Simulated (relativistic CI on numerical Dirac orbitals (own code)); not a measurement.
Radial parameters of Pr13+

Method of calculation: Dirac-Coulomb-Breit CI, separate exchange-only KLI orbitals for each configuration, model QED, unscaled Slater integrals (own radial code, finite nucleus).

Slater integrals F^k, G^k are unscaled and averaged over j, outside the closed core [Ar] 3d10; ζ comes from projecting the Hamiltonian with its Breit term on Σ l·s of the shell.

- 4s²4p⁶4d⁹4f: ζ(4d) = 12317, F^2(4d,4f) = 136780, F^4(4d,4f) = 89040, G^1(4d,4f) = 160080, G^3(4d,4f) = 103000, G^5(4d,4f) = 73569, ζ(4f) = 1062.7 cm⁻¹; <r>(4d) = 0.6896, <r^2>(4d) = 0.5458, <r>(4f) = 0.7615, <r^2>(4f) = 0.6793 (bohr units).
- 4s²4p⁶4d⁹5s: ζ(4d) = 12552, G^2(4d,5s) = 22990 cm⁻¹; <r>(4d) = 0.6843, <r^2>(4d) = 0.5376, <r>(5s) = 1.231, <r^2>(5s) = 1.686 (bohr units).
- 4s²4p⁵4d¹⁰4f: ζ(4p) = 115350, F^2(4p,4f) = 142360, G^2(4p,4f) = 125600, G^4(4p,4f) = 87568, ζ(4f) = 1075.3 cm⁻¹; <r>(4p) = 0.643, <r^2>(4p) = 0.4684, <r>(4f) = 0.7603, <r^2>(4f) = 0.6772 (bohr units).

Averages of the first 9 configurations, taken without configuration mixing, which lowers the lowest level and can move excited configurations by several eV; other configurations of the list can lie among them:

```
Configuration  Parity  States  Average energy above the lowest level (eV)
   4s²4p⁶4d¹⁰    even       1                                         0.0
  4s²4p⁶4d⁹4f     odd     140                                       119.7
  4s²4p⁶4d⁹5s    even      20                                       113.9
 4s²4p⁵4d¹⁰4f    even      84                                       239.5
  4s²4p⁶4d⁹5p     odd      60                                       139.9
  4s²4p⁶4d⁹5d    even     100                                       177.9
  4s4p⁶4d¹⁰4f     odd      28                                       319.4
  4s²4p⁶4d⁹6s    even      20                                       212.3
  4s²4p⁶4d⁹5f     odd     140                                       218.4
```
